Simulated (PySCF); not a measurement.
A GIAO shielding run with PySCF (density fitting, non-relativistic, gas phase) on `N[SiH2]CC(F)F`, C$_{2}$H$_{7}$F$_{2}$NSi:

```
$ OMP_NUM_THREADS=1 python probes_run.py task.json out

{"job": {"kind": "nmr", "xc": "PBE0", "basis": "6-31G*", "pop": true}, "charge": 0, "multiplicity": 1}
N      2.359549    -0.120155    -0.118132
Si     0.765021    -0.665177    -0.517881
C     -0.467199     0.488899     0.334246
C     -1.883443     0.348446    -0.142323
F     -2.283148    -0.947263    -0.045700
F     -2.727783     1.085183     0.618769
H      3.130667    -0.775070    -0.181878
H      2.661334     0.804944    -0.404782
H      0.649361    -2.063706    -0.016149
H      0.420690    -0.665078    -1.982098
H     -0.443579     0.297091     1.419541
H     -0.146649     1.533384     0.186418
H     -2.021499     0.660337    -1.193555
```

Hardware: 1 thread of an Arm Neoverse V2, shared host. The job also computes population analyses, field gradients.

Question: How large is the calculation?

Answer: 58 electrons, 102 basis functions and 672 auxiliary functions.

Question: How long does it take, and how much memory does it need?

Answer: 8.8 s of wall time, with 12 SCF cycles and 4 response iterations; peak memory 0.58 GiB. Times on a shared host scatter by some tens of per cent.

Question: And these other runs on the same molecule and hardware: GIAO shielding at B3LYP/pcSseg-1; GIAO shielding at B97-D/pcSseg-1; GIAO shielding at BLYP/pcSseg-1; GIAO shielding at BP86/pcSseg-1; GIAO shielding at HF/pcSseg-1; GIAO shielding at KT2/pcSseg-1?

Answer: B3LYP/pcSseg-1: 144 functions, 12 s; B97-D/pcSseg-1: 144 functions, 15 s; BLYP/pcSseg-1: 144 functions, 16 s; BP86/pcSseg-1: 144 functions, 15 s; HF/pcSseg-1: 144 functions, 5.8 s; KT2/pcSseg-1: 144 functions, 16 s.
